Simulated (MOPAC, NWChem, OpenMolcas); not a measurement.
## RbI (SMILES [Rb][I]): methods side by side

RbI: 2 atoms, total charge 0, spin state singlet. As SMILES, `[Rb][I]`. The bond length is the measured one.

| atom | x (Å) | y (Å) | z (Å) |
| --- | --- | --- | --- |
| Rb | 0.0000 | 0.0000 | 0.0000 |
| I | 0.0000 | 0.0000 | 3.1769 |

Quantity: the dipole moment, in D. The values are calculated.

```csv
level,kind,program,value (D),CPU time
PM7,semi-empirical,MOPAC,12.12,under 2 s
HF/def2-TZVPP (core potential),Hartree–Fock,NWChem,12.16,21 s
SVWN5/def2-TZVPP (core potential),LDA,OpenMolcas,11.04,6 s
PBE/def2-TZVPP (core potential),GGA,OpenMolcas,11.05,7.9 s
revPBE/def2-TZVPP (core potential),GGA,NWChem,11.06,17 s
TPSS/def2-TZVPP (core potential),meta-GGA,OpenMolcas,11.29,8.8 s
B3LYP/def2-TZVPP (core potential),global hybrid,NWChem,11.38,18 s
CAM-B3LYP/def2-TZVPP (core potential),range-separated hybrid,NWChem,11.67,54 s
```

The values span 11.04 to 12.16 D. CPU times are rough (shared hosts, several kinds of processor): they show what a rung costs within a factor of a few.
